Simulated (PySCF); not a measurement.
C2H4F2Se.
Numbering: `[F:1][CH:2]([F:3])[CH2:4][SeH:5]` (hydrogens: H6 on C2; H7, H8 on C4; H9 on Se5)

Torsions of this conformer, `[F:1][CH:2]([F:3])[CH2:4][SeH:5]`: F1–C2–C4–Se5 174°, H–Se5–C4–C2 -75°.

The closed-shell ground state was solved at several levels (PySCF, density fitting, gas phase). One conformer (not necessarily the lowest) at the GFN2-xTB geometry, without solvent, vibrations or thermal averaging. Relativistic effects, spin–orbit coupling among them, are left out although an element past zinc is present.

```tsv
level	basis functions	HOMO (eV)	LUMO (eV)	gap (eV)	dipole (D)
CAM-B3LYP/def2-SVPD	159	-8.39	0.42	8.81	2.03
B3LYP/pcJ-1 (pcSseg-1 on Se)	189	-6.73	-0.35	6.38	1.99
```

Q: What might PBE0/pcSseg-1 (129 basis functions) give for the same quantities?

A: HOMO -7.01 eV, LUMO -0.13 eV, gap 6.88 eV, dipole 2.03 D.

Q: Over all these levels, which gives the widest orbital gap and which the narrowest?

A: CAM-B3LYP/def2-SVPD (range-separated hybrid) has the widest, 8.81 eV, and B3LYP/pcJ-1 (pcSseg-1 on Se) (global hybrid, 20 % exact exchange) the narrowest, 6.38 eV. Functional and basis both differ between the two, so the spread mixes both effects.

Q: How far do the dipole and the HOMO energy spread over the levels?

A: The dipole runs from 1.99 to 2.03 D (mean 2.02 D) and the HOMO from -8.39 to -6.73 eV.
